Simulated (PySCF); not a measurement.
A structure optimised at ωB97X-D3(BJ)/def2-SVP, used in a PySCF frequency run:

```
C
C 1 1.3402
H 2 1.0961 1 120.94
H 1 1.0961 2 119.15 3 180.00
H 2 1.0963 3 116.75 1 180.00
B 1 1.5578 4 119.60 2 180.00
O 6 1.3521 1 120.83 4 180.00
H 7 0.9644 6 113.23 1 180.00
Cl 6 1.7850 7 118.96 8 0.00
```
Charge 0, spin multiplicity 1.

Q: Write its SMILES, formula and point group.

A: C=CB(O)Cl, C2H4BClO, Cs

Q: What are its rotational constants (standard atomic weights)?

A: 8.0682, 2.4053, 1.8529 GHz
